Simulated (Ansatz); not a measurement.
Mulliken charges of `F[SiH2][SiH](F)S` from ωB97M-V/def2-TZVPP in Ansatz (PBE0-D4/def2-TZVP geometry).

```
atom   x (Å)   y (Å)   z (Å)  charge (e)
  F1  -1.421   0.405   1.507      -0.319
 Si2   0.171   0.385   1.278       0.368
 Si3   0.529  -0.473  -0.878       0.438
  F4   0.557  -2.074  -0.817      -0.303
  S5  -1.018   0.260  -2.129      -0.230
  H6   0.668   1.782   1.367      -0.030
  H7   0.777  -0.437   2.355      -0.026
  H8   1.797  -0.037  -1.512      -0.031
  H9  -1.972   0.144  -1.188       0.134
```

By hand: the dipole of these point charges (1 e Å = 4.8032 D).

Σ q r = (0.453, 0.352, 0.128) e Å, of length 0.588 e Å = 2.82 D.

How does the dipole of the full density compare? (Estimate.)

Computed: (0.189, 0.186, 0.128) e Å, 1.41 D; the point charges give 2.00 times that, at 15° from its direction.

Point charges leave out the atoms' own dipoles, such as those of lone pairs, and Mulliken's split depends on the basis, so the two needn't agree.
